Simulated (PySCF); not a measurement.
Ge(vinyl)(NCO)3, C5H3GeN3O3.
Cartesian coordinates in Å at the PBE0-D3(BJ)/def2-SVP level; atoms count from 1:
```
atom  x, y, z in Å
Ge1   -0.204    0.054   -0.108
C2    -0.242   -0.127    1.790
C3     0.874   -0.351    2.486
H4    -1.211   -0.040    2.295
H5     1.850   -0.435    1.996
H6     0.858   -0.454    3.576
N7     1.511    0.018   -0.674
C8     2.385    0.375   -1.423
O9     3.272    0.677   -2.115
N10   -0.982    1.595   -0.633
C11   -1.379    2.342   -1.490
O12   -1.780    3.106   -2.273
N13   -1.056   -1.262   -1.003
C14   -1.667   -2.291   -1.111
O15   -2.261   -3.282   -1.269
```

Method used: TDDFT PBE0/def2-SVPD, vertical, gas phase, core orbitals frozen in the response (PySCF). The geometry optimisation had not met its thresholds, so the values belong to a structure short of the stationary point. The PBE0/def2-SVPD calculation is non-relativistic and has no spin–orbit coupling, an omission that weighs most on germanium.

Transition dipole moments from the ground state, in atomic units and in the frame of the coordinates above (overall signs are arbitrary), for the states with f of 0.002 or more among the lowest 7:

| state | E (hartree) | μx | μy | μz |
| --- | --- | --- | --- | --- |
| S1 | 0.2341 | -0.283 | -0.064 | -0.082 |
| S2 | 0.2372 | 0.229 | 0.288 | 0.226 |
| S3 | 0.2417 | -0.132 | -0.145 | -0.374 |
| S4 | 0.2481 | 0.267 | -0.138 | 0.574 |
| S5 | 0.2567 | -0.159 | 0.099 | -0.075 |
| S6 | 0.2582 | -0.010 | -0.045 | 0.111 |
| S7 | 0.2643 | 0.009 | 0.113 | -0.219 |

Question: What oscillator strength does each state have?

Answer: f = (2/3) ΔE |μ|² with ΔE in hartree (27.2114 eV).

| state | \|μ\|² (au) | \|μ\| (D) | f |
| --- | --- | --- | --- |
| S1 | 0.091 | 0.77 | 0.014 |
| S2 | 0.187 | 1.10 | 0.030 |
| S3 | 0.178 | 1.07 | 0.029 |
| S4 | 0.420 | 1.65 | 0.069 |
| S5 | 0.041 | 0.51 | 0.007 |
| S6 | 0.014 | 0.31 | 0.002 |
| S7 | 0.061 | 0.63 | 0.011 |

Question: What angle do the transition dipoles of S1 and S3 make?

Answer: |cos θ| = |μa·μb| / (|μa| |μb|) = 0.61, so θ ≈ 53° (taken between 0 and 90°, since the signs are arbitrary).

Question: How is the summed strength of these states shared among x, y and z?

Answer: (2/3) Σ ΔE μα² gives 0.040 for x, 0.025 for y and 0.098 for z, 0.162 in all.

The vertical ionisation energy (ΔSCF) is 10.52 eV, 3.33 eV above S7.

One conformer stands for the species.
